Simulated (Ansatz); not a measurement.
## A geometry optimisation of FH4Si2Sn+ with PBE0-D3(BJ)/def2-SVP

The starting geometry of this gas-phase singlet was optimised with GFN2-xTB.

| atom | x (Å) | y (Å) | z (Å) |
| --- | --- | --- | --- |
| F | -1.0826 | -1.0703 | 1.2821 |
| Si | 1.4408 | -0.0225 | 1.5830 |
| Si | 2.7265 | -2.0929 | 1.5402 |
| Sn | -1.0591 | 0.9793 | 1.4239 |
| H | 1.0819 | -0.0055 | 3.1051 |
| H | 4.1440 | -1.7155 | 1.5668 |
| H | 2.4092 | -2.9369 | 2.6984 |
| H | 2.3976 | -2.7865 | 0.2908 |

Question: Predict what becomes of its bonds when it is optimised with PBE0-D3(BJ)/def2-SVP.

Answer: A new bond forms, giving a structure with F1 bridging Si2 and Sn4, given below by its coordinates. Distances that change by over a tenth: F1–Sn4 (2.05 → 2.30 Å). Contacts that close: F1–Si2 (2.75 → 1.77 Å).

The energy falls by 1.35 eV over 15 steps:

```
step  E − E(last) (eV)
   1             1.352
   3             0.695
   4             0.387
   6             0.109
   7             0.035
   9             0.002
  10             0.001
  12             0.000
  13             0.000
  15             0.000
```

Final geometry (Å):

```yaml
atoms:
  - { symbol: F, position_ang: [-0.5947, -1.0240, 1.9101] }
  - { symbol: Si, position_ang: [1.0492, -0.3978, 2.0710] }
  - { symbol: Si, position_ang: [2.5830, -2.0802, 1.4704] }
  - { symbol: Sn, position_ang: [-0.6523, 0.8050, 0.5105] }
  - { symbol: H, position_ang: [1.0978, 0.1433, 3.4597] }
  - { symbol: H, position_ang: [3.9131, -1.4135, 1.5207] }
  - { symbol: H, position_ang: [2.4411, -3.1831, 2.4592] }
  - { symbol: H, position_ang: [2.2211, -2.5006, 0.0887] }
```

Frequencies at the end are all real (lowest 66 cm⁻¹). Atoms past krypton carry core potentials, without spin–orbit terms. Run with Ansatz 0.2.0, 100 s on 1 thread of Arm Neoverse N1, on a shared host.
